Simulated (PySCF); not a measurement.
**Ca⁺ (calcium, charge +1): UHF calculation**

Configuration: [Ar] 4s1, 2S determinant. All numbers are calculated (PySCF 2.14, scalar relativity by spin-free X2C-1e, in cc-pVDZ-X2C).

```
Total energy                        : -679.440050 hartree
One-electron energy                 : -925.4387 hartree
Hartree (Coulomb) energy            : 281.3398 hartree
Exchange energy                     : -35.3412 hartree
⟨S²⟩                                : 0.7502
⟨L²⟩                                : 0.000
Sum of ⟨r⟩                          : 16.51 bohr
Sum of ⟨r²⟩                         : 31.29 bohr²
Langevin diamagnetic susceptibility : -24.8 ×10⁻⁶ cm³/mol
Time after the integrals            : 0.04 s of wall time on 1 thread of Neoverse-V2 (shared host)
```

| shell | electrons | mean orbital energy (eV) | rms radius, mean of both spins (bohr) |
| --- | --- | --- | --- |
| 1s α | 1 | -4091.7 | 0.0888 |
| 1s β | 1 | -4091.7 | 0.0888 |
| 2s α | 1 | -468.50 | 0.393 |
| 2s β | 1 | -468.39 | 0.393 |
| 2p α | 3 | -377.97 | 0.362 |
| 2p β | 3 | -377.94 | 0.362 |
| 3s α | 1 | -68.344 | 1.24 |
| 3s β | 1 | -68.065 | 1.24 |
| 3p α | 3 | -43.184 | 1.38 |
| 3p β | 3 | -43.065 | 1.38 |
| 4s α | 1 | -11.366 | 3.97 |

Densities and radii are taken from the X2C orbitals without a picture-change correction, which distorts them close to the nucleus.
